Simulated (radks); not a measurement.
Results of a calculation; reference values are marked as such.
Task: The mean radii <r> (bohr) of the occupied orbitals of an atom or ion are listed with their occupations. Level of theory: Dirac Kohn-Sham, revPBE, spin-unpolarised, spherical densities, point nucleus (a radial shooting solver on a logarithmic mesh with Libxc functionals).

orbital  occ.      <r>
1s1/2       2  0.01932
2s1/2       2  0.08123
2p1/2       2  0.06740
2p3/2       4  0.07502
3s1/2       2   0.2121
3p1/2       2   0.2020
3p3/2       4   0.2162
3d3/2       4   0.1898
3d5/2       6   0.1942
4s1/2       2   0.4779
4p1/2       2   0.4851
4p3/2       4   0.5178
4d3/2       4   0.5410
4d5/2       6   0.5525
5s1/2       1    1.160
5p1/2       2    1.291
5p3/2       4    1.395
4f5/2       6   0.7026
4f7/2       8   0.7162
6s1/2       2    3.166
5d3/2       1    2.158

Name the element and its charge. Open shells, if any, fill j = l - 1/2 first.

Result: Z = 71, lutetium, charge +1: Lu+ in [Kr] 4d10 4f14 5s1 5p6 6s2 5d1. The 1s radius gives Z: for a bare nucleus <r> = (2 gamma + 1)/(2Z) with gamma = sqrt(1 - (Z/c)^2), 0.01909 bohr for Z = 71, and screening makes it slightly larger (0.01932 here). The occupations add up to 70, and the charge is Z minus that.
